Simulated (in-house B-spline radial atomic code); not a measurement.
Configurations of Er⁺, with energies counted from [Xe] (4f5/2)6 (4f7/2)6 6s1. All numbers are computed (Dirac-Hartree-Fock, average of each configuration as written; Fermi nucleus of rms radius 5.2516 fm) with a B-spline radial code for spherical atoms, not measured. Energies include first-order Breit, QED and recoil terms.

Occupations are held fixed; configurations that lie above the ionisation limit could autoionise.

| configuration | E - E(ref) (eV) | highest orbital | its <r> (bohr) |
| --- | --- | --- | --- |
| [Xe] (4f5/2)4 (4f7/2)8 6s1 | 1.773 | 6s1/2 | 3.849 |
| [Xe] (4f5/2)6 (4f7/2)6 8s1 | 8.0329 | 8s1/2 | 13.76 |
| [Xe] (4f5/2)5 (4f7/2)7 (6g9/2)1 | 10.822 | 6g9/2 | 22 |
| [Kr] 4d10 (4f5/2)4 (4f7/2)8 5s2 (5p1/2)2 (5p3/2)3 6s1 (6f7/2)1 | 35.622 | 6f7/2 | 15.34 |
| [Kr] 4d10 (4f5/2)6 (4f7/2)6 5s2 (5p1/2)1 (5p3/2)4 6s1 (8d5/2)1 | 39.659 | 8d5/2 | 21.2 |
| [Kr] (4d3/2)4 (4d5/2)5 (4f5/2)5 (4f7/2)7 5s2 5p6 6s1 (10p3/2)1 | 184.09 | 10p3/2 | 32.46 |

(1) Order these further configurations by energy, lowest first.
A. [Kr] (4d3/2)3 (4d5/2)6 (4f5/2)4 (4f7/2)8 5s2 5p6 6s1 (6p3/2)1
B. [Kr] 4d10 (4f5/2)5 (4f7/2)7 5s2 (5p1/2)2 (5p3/2)3 6s1 (10d3/2)1
C. [Xe] (4f5/2)6 (4f7/2)5 6s1 (10d5/2)1
D. [Kr] 4d10 (4f5/2)4 (4f7/2)8 5s2 (5p1/2)1 (5p3/2)4 6s1 (9p3/2)1
E. [Kr] 4d10 (4f5/2)4 (4f7/2)8 5s2 (5p1/2)1 (5p3/2)4 6s1 (7d3/2)1

(2) How far above the reference does [Kr] (4d3/2)4 (4d5/2)5 (4f5/2)5 (4f7/2)7 5s2 5p6 6s1 (10g7/2)1 lie?

(3) How far above the reference does [Xe] (4f5/2)5 (4f7/2)7 6s1 lie?

## Answers

(1) C (10.895 eV), B (36.317 eV), E (40.121 eV), D (41.101 eV), A (182.26 eV).

(2) 184.79 eV; its least bound orbital is 10g7/2 with <r> = 69.91 bohr.

(3) 1.3168 eV; its least bound orbital is 6s1/2 with <r> = 3.849 bohr.
